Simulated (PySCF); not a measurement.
O3, singlet, geometry from GFN2-xTB. Base run: M062X/3-21G in PySCF.

Here is a job for PySCF.
```python
from pyscf import gto, scf, dft

mol = gto.M(
    atom='''
O    -0.069457    1.073263   -0.188815
O     0.003625   -0.005920    0.409754
O     0.065833   -1.067343   -0.220940
''',
    basis='3-21g',
    charge=0,
    spin=0,
    verbose=4,
)

mf = dft.RKS(mol)
mf.xc = 'm062x'
mf.kernel()
mf.analyze()
```

The base run was repeated with changes; each row names its change, and settings that it needs were set with it.

| change | ΔE vs base (µEh) | SCF cycles | outcome |
|---|---|---|---|
| base | 0.0 | 10 | converged |
| init_guess = atom | 0.0 | 10 | converged |
| conv_tol = 1e-7 | 0.0 | 9 | converged |
| conv_tol_grad = 1e-3 | 0.0 | 10 | converged |
| diis_space = 20 | 0.0 | 10 | converged |
| DIIS = EDIIS | - | 50 | not converged |
| DIIS = ADIIS | 0.0 | 16 | converged |
| diis_space = 2 | 0.0 | 13 | converged |
| conv_tol = 1e-11 | 0.0 | 11 | converged |
| conv_tol = 1e-12 | 0.0 | 11 | converged |
| solver = newton; init_guess = 1e | 0.0 | - | converged |
| conv_tol = 1e-6 | 1.2 | 7 | converged |
| diis_space = 4 | 0.0 | 11 | converged |
